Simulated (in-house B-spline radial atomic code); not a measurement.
Atomic self-consistent-field run: W7+. Computed with a radial B-spline atomic code at the basis-set limit: scalar-relativistic (X2C) BP86, spin-polarised, spherical fractional occupations, Fermi nucleus of rms radius 5.3658 fm.

Command:
```bash
python run_scf.py task.json out
```
Settings (nuclear radius in fm, mass in u):
```
Z                74
configuration    [Xe] 4f13
hamiltonian      x2c
method           b88,p86
spin_polarised   True
nucleus          fermi
rms_radius       5.3658
atomic_mass      183.95093
speed_of_light   137.035999084
```

Output (hartree, bohr):
```
 radial grid: 67 intervals, B-splines of order 8, outer radius 18.8312 bohr

 iter        energy (Eh)    residual
    1      -16115.625432    8.09e-01
    2      -16116.774813    1.00e+00
    3      -16133.535266    9.99e-02
    4      -16133.658601    4.17e-02
    5      -16133.677927    1.11e-02
    6      -16133.679333    4.39e-03
    7      -16133.679634    3.27e-04
    8      -16133.679636    2.32e-05
    9      -16133.679636    3.70e-07

 total energy                    -16133.67964
 kinetic                           18188.2782
 electron-nucleus                 -40058.5707
 Hartree                            6063.5571
 exchange-correlation               -326.9443

 orbital      occ     eigenvalue          <r>       <r^2>       <1/r>       r_max
 1s up      1.000     -2549.3847    0.0175436  0.00043145     95.5416     0.01051
 1s down    1.000     -2549.3847    0.0175436  0.00043145     95.5416     0.01051
 2s up      1.000      -443.2422    0.0767735  0.00703473       22.31     0.06551
 2s down    1.000      -443.2414    0.0767731  0.00703466       22.31     0.06551
 2p up      3.000      -389.4855    0.0688704  0.00581186     18.7033     0.05329
 2p down    3.000      -389.4850    0.0688701  0.00581179     18.7033     0.05329
 3s up      1.000      -105.1731     0.200584   0.0461408     8.02515      0.1855
 3s down    1.000      -105.1507      0.20056   0.0461298     8.02643      0.1854
 3p up      3.000       -89.1625     0.200567   0.0467452     7.06464      0.1831
 3p down    3.000       -89.1401     0.200537   0.0467316     7.06581      0.1831
 3d up      5.000       -70.1090     0.182353   0.0389811     6.58254      0.1493
 3d down    5.000       -70.0918     0.182318   0.0389653     6.58359      0.1493
 4s up      1.000       -24.8021     0.448774     0.22756     3.33621      0.4209
 4s down    1.000       -24.7612      0.44883    0.227618     3.33551      0.4209
 4p up      3.000       -19.5077     0.475836    0.257679     2.95068      0.4404
 4p down    3.000       -19.4681     0.475928    0.257785     2.94988      0.4404
 4d up      5.000       -12.6374     0.508569    0.299499     2.60759      0.4517
 4d down    5.000       -12.5989      0.50879    0.299784     2.60639      0.4517
 5s up      1.000        -6.4622      1.02555     1.17519     1.33268       0.946
 5s down    1.000        -6.4469      1.02695     1.17837     1.33023       0.947
 5p up      3.000        -5.0409      1.15383     1.49167     1.14555       1.052
 5p down    3.000        -5.0296      1.15563     1.49622     1.14325       1.054
 4f up      7.000        -5.0717     0.581285    0.414564     2.14154      0.4247
 4f down    6.000        -5.0347     0.582704    0.416948     2.13809       0.425
```


One-electron X2C: radii and densities carry no picture-change correction, so inner-shell <1/r> comes out high (for 1s by about 2 % at Z = 33, 5 % at 54, 10 % at 75, 30 % at 118) and <r> low.
